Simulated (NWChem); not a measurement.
# GeH3O3Cl; SMILES [OH][Ge]([OH])([OH])[Cl]

```xyz
8

O      0.9847    -1.3425     0.8944
Ge     0.0000     0.0000     0.2885
O     -1.6550    -0.1815     0.8944
O      0.6703     1.5240     0.8944
Cl     0.0000     0.0000    -1.8921
H      1.8725    -1.3233     0.4886
H     -2.0823    -0.9600     0.4886
H      0.2098     2.2833     0.4886
```
Atoms are numbered in this order, from 1.

Results from NWChem. Structure relaxed at the PBE-D3(BJ)/def2-SVP level. Total energies compare along this basis series because the functional is fixed.

```json
[
 {"level": "PBE/cc-pVDZ", "basis functions": "102", "energy (Ha)": "-2764.0391", "highest occupied level (eV)": "-7.38", "orbital gap (eV)": "5.67", "dipole (D)": "0.75"},
 {"level": "PBE/aug-cc-pVDZ", "basis functions": "159", "energy (Ha)": "-2764.0836", "highest occupied level (eV)": "-7.82", "orbital gap (eV)": "5.52", "dipole (D)": "0.93"},
 {"level": "PBE/cc-pVTZ", "basis functions": "209", "energy (Ha)": "-2764.2289", "highest occupied level (eV)": "?", "orbital gap (eV)": "?", "dipole (D)": "?"}
]
```

Question: What belongs in the gaps?

Answer: 
- PBE/cc-pVTZ, highest occupied level (eV): -7.68
- PBE/cc-pVTZ, orbital gap (eV): 5.75
- PBE/cc-pVTZ, dipole (D): 0.87
